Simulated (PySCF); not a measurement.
Computed IR spectrum (relative IR intensity) of a molecule C2H7GeN. Geometry optimised at PBE-D3(BJ)/def2-SVP. The values are those of a single conformer. Calculation: PBE-D3(BJ)/def2-SVP (PySCF 2.14.0). Frequencies are harmonic and unscaled.

ν (cm⁻¹): 164 (w), 175 (w), 439 (w), 498 (m), 560 (m), 578 (vs), 669 (m), 692 (w), 779 (s), 813 (m), 914 (w), 936 (m), 968 (w), 999 (w), 1365 (w), 1505 (w), 2071 (s), 2083 (vs), 3039 (w), 3066 (vw), 3130 (w), 3427 (w), 3522 (w) (against the strongest line: vs over 80 %, s over 45 %, m over 15 %, w over 4 %, vw less)

Which molecule gave these data?
A) C=[CH][GeH2][NH2]
B) [CH2]1N[CH2][GeH2]1
C) C/C=[N]\[GeH3]
D) C[N](C)[GeH]

A, C=[CH][GeH2][NH2]
